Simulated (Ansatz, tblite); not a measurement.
Isomers of BiB10⁻ (singlet), found by a short tight-binding search and relaxed with PBE-D4/def2-SVPD in Ansatz.

In the def2 sets Bi takes a core potential; there is no spin–orbit coupling. The xTB rows come from tblite. Correlated methods freeze 14 core orbitals; core or outer-core shells of Bi are correlated, in sets that lack core-valence functions.

Run but left out: GFN1-xTB (tight binding far off the other levels); HF/def2-SVPD (A: restricted singlet, unstable towards broken spin symmetry).

A: The restricted singlet is unstable towards broken spin symmetry in Hartree–Fock (as tested in another run); at LDA (SPW92)/def2-TZVPD, PBE-D4/def2-TZVPD, r2SCAN-D4/def2-TZVPD, B97M-V/def2-TZVPD and others this wasn't settled. At MP2/def2-SVPD the restricted singlet (for correlated methods, its reference) is unstable: a solution with broken spin symmetry lies lower. C: The restricted singlet is unstable towards broken spin symmetry in Hartree–Fock (as tested in another run); at LDA (SPW92)/def2-TZVPD, PBE-D4/def2-TZVPD, r2SCAN-D4/def2-TZVPD, B97M-V/def2-TZVPD and others this wasn't settled. At MP2/def2-SVPD the restricted singlet (for correlated methods, its reference) is unstable: a solution with broken spin symmetry lies lower. D: The restricted singlet is unstable towards broken spin symmetry in Hartree–Fock (as tested in another run); at LDA (SPW92)/def2-TZVPD, PBE-D4/def2-TZVPD, r2SCAN-D4/def2-TZVPD, B97M-V/def2-TZVPD and others this wasn't settled. At MP2/def2-SVPD the restricted singlet (for correlated methods, its reference) is unstable: a solution with broken spin symmetry lies lower.

Other spin states weren't relaxed.

A:

Cartesian coordinates in Å:
```
Bi 1.167 -1.000 0.462
B -1.126 -2.239 0.715
B -1.128 -0.998 1.673
B -0.108 3.344 0.479
B 0.609 2.251 -0.371
B -0.577 -2.583 -0.722
B -0.249 1.993 1.245
B 0.855 -0.402 -2.044
B 0.237 -1.829 -1.842
B -0.638 0.492 1.702
B 0.958 0.972 -1.296
```

B:

```xyz
11

Bi    0.489   -3.636    1.258
B    -0.373   -0.476   -0.024
B    -0.741    2.414   -0.342
B    -0.673   -1.649    1.158
B     0.204    1.037   -0.372
B     0.798   -1.707    0.141
B     1.112   -0.353   -0.821
B    -1.326    1.133    0.490
B     1.422    1.076   -1.515
B     0.587    2.428   -1.203
B    -1.499   -0.266    1.230
```

C:

```
atom   x (Å)   y (Å)   z (Å)
 Bi1   1.021  -0.950  -3.003
  B2   0.618  -0.259   0.558
  B3   1.637  -0.661  -0.883
  B4   0.120   0.147  -1.143
  B5   0.099  -0.215   2.239
  B6   2.305  -0.744   0.572
  B7  -2.280   0.610   0.333
  B8  -1.140   0.092   1.330
  B9  -1.259   1.015  -1.093
 B10   1.602  -0.536   1.939
 B11  -2.724   1.499  -0.849
```

D:

Cartesian coordinates in Å:
```
Bi 1.410 -1.188 -2.591
B -1.410 -1.499 1.457
B -0.558 1.460 1.443
B 0.080 -1.919 -0.913
B -0.412 -0.720 0.311
B 1.248 0.802 -1.526
B 0.265 0.846 -0.040
B 0.298 2.434 0.584
B 1.117 2.157 -0.752
B -0.848 -2.383 0.260
B -1.190 0.009 1.766
```

Problem. Estimate which lies lowest at each level, and how far above it the others are (kJ/mol).

Solution. 
```csv
level,A,B,C,D
GFN2-xTB,57.6,31.2,90.7,0.0
LDA (SPW92)/def2-TZVPD,392.9,0.0,229.5,100.1
PBE-D4/def2-TZVPD,328.5,0.0,192.6,72.5
r2SCAN-D4/def2-TZVPD,341.9,0.0,197.6,71.1
B97M-V/def2-TZVPD,335.9,0.0,194.4,64.0
r2SCANh-D4/def2-TZVPD,351.6,0.0,198.9,68.3
PBE0-D4/def2-TZVPD,353.8,0.0,195.3,60.9
RPA@PBE/def2-SVPD,291.3,0.0,148.1,32.9
MP2/def2-SVPD,348.4,0.0,188.4,71.7
```
Point groups (tolerance 0.1 Å): A Cs, B not assigned, C not assigned, D C2v. Lower isomers may exist.
